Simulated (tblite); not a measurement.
C6H9N3.
Atom-mapped SMILES: `[CH2:1]=[CH:2][c:3]1[n:4][n:5]([CH3:6])[n:7][c:8]1[CH3:9]` (hydrogens: H10, H11 on C1; H12 on C2; H13, H14, H15 on C6; H16, H17, H18 on C9)

Computed with GFN2-xTB (tblite), gas phase: Langevin dynamics at 300 K from the optimised GFN2-xTB geometry, time step 0.5 fs, friction 0.01 fs⁻¹, 2000 steps.

Start geometry:
```
atom  x, y, z in Å
C1     -0.095    2.015   -2.228
C2     -0.787    1.231   -1.411
C3     -0.184    0.375   -0.417
N4      1.127    0.306   -0.171
N5      1.247   -0.570    0.793
C6      2.515   -0.946    1.336
N7      0.116   -1.096    1.209
C8     -0.825   -0.524    0.469
C9     -2.269   -0.829    0.618
H10     0.980    2.043   -2.183
H11    -0.577    2.644   -2.956
H12    -1.868    1.194   -1.452
H13     2.431   -1.037    2.418
H14     3.239   -0.178    1.073
H15     2.837   -1.906    0.924
H16    -2.676   -1.206   -0.319
H17    -2.819    0.070    0.892
H18    -2.401   -1.579    1.393
```

The statistics below take the 31 frames saved every 25 fs from 250 to 1000 fs; their kinetic temperature (all 3N coordinates) averages 283 K.

**Question.** How do the bond lengths spread?

**Answer.** 
```csv
bond,start (Å),mean (Å),standard deviation (Å),shortest (Å),longest (Å)
C1=C2,1.327,1.328,0.025,1.286,1.378
C2–C3,1.443,1.448,0.031,1.391,1.502
C3–N4,1.336,1.332,0.021,1.296,1.385
N4–N5,1.308,1.297,0.026,1.247,1.347
N5–C6,1.430,1.438,0.025,1.392,1.488
N5–N7,1.315,1.327,0.021,1.291,1.378
N7–C8,1.327,1.322,0.022,1.272,1.366
C8–C9,1.483,1.485,0.033,1.413,1.543
C3–C8,1.416,1.432,0.026,1.389,1.489
C1–H10,1.076,1.075,0.028,1.029,1.134
C1–H11,1.076,1.078,0.021,1.018,1.123
C2–H12,1.082,1.084,0.025,1.036,1.133
C6–H13,1.089,1.091,0.033,1.026,1.150
C6–H14,1.088,1.096,0.028,1.035,1.174
C6–H15,1.092,1.094,0.021,1.054,1.150
C9–H16,1.090,1.092,0.033,1.026,1.150
C9–H17,1.090,1.095,0.032,1.041,1.158
C9–H18,1.086,1.089,0.025,1.035,1.137
```

**Question.** Give the same statistics for bond angles, one of each kind among heavy atoms.

**Answer.** 
```
   angle  start (°)  mean (°)  standard deviation (°)  smallest (°)  largest (°)
C1–C2–C3      123.8     123.5                     4.4         114.3        132.4
C2–C3–N4      124.6     124.1                     4.3         116.5        135.1
C2–C3–C8      128.2     128.7                     4.2         120.0        136.6
N4–C3–C8      107.2     106.7                     2.0         102.9        110.7
C3–N4–N5      105.1     105.9                     2.0         102.1        111.8
N4–N5–C6      122.5     123.0                     3.3         116.9        130.0
N4–N5–N7      115.0     114.6                     1.7         111.8        117.9
C6–N5–N7      122.5     121.5                     3.1         116.1        126.7
N5–N7–C8      105.1     105.2                     1.4         101.9        109.0
N7–C8–C9      123.0     122.9                     3.1         115.1        128.6
C3–C8–N7      107.6     107.3                     2.4         102.4        111.7
C3–C8–C9      129.4     129.5                     3.6         120.9        137.7
```

**Question.** How far does each atom move about its mean position (frames aligned on the start, all atoms weighted alike), and what rms force does it feel?

**Answer.** 
| atom | rms displacement (Å) | rms force (eV/Å) |
| --- | --- | --- |
| C1 | 0.25 | 2.06 |
| C2 | 0.17 | 2.13 |
| C3 | 0.13 | 1.82 |
| N4 | 0.15 | 1.85 |
| N5 | 0.13 | 2.05 |
| C6 | 0.10 | 1.90 |
| N7 | 0.15 | 1.49 |
| C8 | 0.11 | 2.16 |
| C9 | 0.15 | 2.17 |
| H10 | 0.53 | 1.04 |
| H11 | 0.34 | 0.90 |
| H12 | 0.44 | 0.86 |
| H13 | 0.80 | 1.14 |
| H14 | 0.84 | 0.94 |
| H15 | 0.82 | 0.76 |
| H16 | 0.76 | 1.08 |
| H17 | 0.81 | 1.01 |
| H18 | 0.74 | 0.89 |

The displacements run from 0.10 to 0.84 Å, the largest at H14.

**Question.** Follow the torsion C1–C2–C3–N4 through every second one of these frames.

**Answer.** 
```
t (fs)  C1–C2–C3–N4 (°)
   250               13
   300               13
   350                5
   400                7
   450              -21
   500              -21
   550              -26
   600              -38
   650              -27
   700              -11
   750               11
   800               14
   850               40
   900               20
   950               -7
  1000               18
```

Largest departure from the start value over all these frames: C1–C2–C3–N4 40° (start 2°).

**Question.** How widely does the potential energy scatter, against a harmonic estimate?

**Answer.** Mean 0.60 eV above the start, standard deviation 0.118 eV, range 0.38 to 0.82 eV. For 48 classical harmonic modes at 300 K the canonical values are 48kT/2 = 0.62 eV and kT·√(48/2) = 0.127 eV.

The run is classical and short, so these are rough statistics of one trajectory.

What follows is the cost of the whole dynamics run. The run took 21 s of wall time on Arm Neoverse N1, one thread, shared host with 64 logical CPUs at a one-minute load of 49, and the process peaked at 0.18 GiB of memory.
